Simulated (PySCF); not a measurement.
Species: (SiH3)2PPF2, F2H6P2Si2.
SMILES with atom numbers: `[F:1][P:2]([F:3])[P:4]([SiH3:5])[SiH3:6]` (hydrogens: H7, H8, H9 on Si5; H10, H11, H12 on Si6)

Method: PySCF, PBE0-D3(BJ)/def2-SVP geometry optimisation, gas phase; density fitting, grid level 1; the optimiser is geomeTRIC in internal coordinates, started from a GFN2-xTB structure with every atom displaced at random (about 0.01 Å).

Step 0: E = -39831.7936 eV
```
atom  x, y, z in Å  |  force x, y, z in eV/Å
F1     -0.8858    2.7693   -0.3908   -1.082   0.523   0.256
P2      0.1036    1.6259   -0.8763    0.420   0.296  -0.910
F3      1.4176    2.5142   -0.6245    0.718  -0.052  -0.114
P4      0.1717    0.4423    0.9322   -0.425   0.057   0.724
Si5     1.6667   -0.9527    0.0371   -0.044   0.231   0.390
Si6    -1.8084   -0.5351    0.3688    0.820  -0.237   0.522
H7      1.3615   -1.2979   -1.3405   -0.120  -0.214  -0.805
H8      1.6615   -2.1291    0.8906    0.069  -0.688   0.359
H9      2.9523   -0.2463    0.1325    0.387   0.127  -0.034
H10    -1.9019   -1.7230    1.2352   -0.150  -0.308   0.167
H11    -1.8431   -0.9252   -1.0356   -0.064  -0.177  -0.703
H12    -2.8561    0.4293    0.6624   -0.528   0.443   0.147
```

Q: Estimate the geometry and energy of step 1. (The exact step hangs on the optimiser's Hessian estimate; all steps are aligned on step 0, rigid shifts and turns removed.)

A: E = -39831.9994 eV, largest force 0.537 eV/Å
```
atom  x, y, z in Å  |  force x, y, z in eV/Å
F1     -0.9437    2.9064   -0.3845    0.348  -0.376  -0.115
P2      0.1195    1.7934   -0.9220   -0.095   0.526   0.050
F3      1.4937    2.6061   -0.6341   -0.241  -0.160  -0.014
P4      0.1565    0.5260    0.9113   -0.093  -0.041   0.053
Si5     1.6252   -0.9770    0.0598    0.026   0.070   0.026
Si6    -1.7607   -0.5813    0.3843    0.097   0.082   0.044
H7      1.3152   -1.3549   -1.3519   -0.013  -0.010  -0.034
H8      1.6050   -2.1866    0.9276   -0.048  -0.042   0.028
H9      2.9650   -0.3341    0.1221    0.088  -0.009  -0.022
H10    -1.8575   -1.7787    1.2640    0.025  -0.035   0.028
H11    -1.7967   -1.0036   -1.0478   -0.013  -0.007  -0.045
H12    -2.8819    0.3560    0.6622   -0.081   0.002   0.000
```

The energy changes by -0.2058 eV. The first-order estimate −F·Δx gives -0.4301 eV and the mean of the old and new forces, exact on a quadratic surface, -0.2108 eV. The step makes an angle of 64° with the force vector and moves no atom by more than 0.174 Å.

What follows is the cost of the whole optimisation. Time: 2.4 min; peak memory 0.56 GiB. Hardware: an Arm Neoverse V1 with one thread, no GPU, shared host with 32 logical CPUs at a one-minute load of 24.
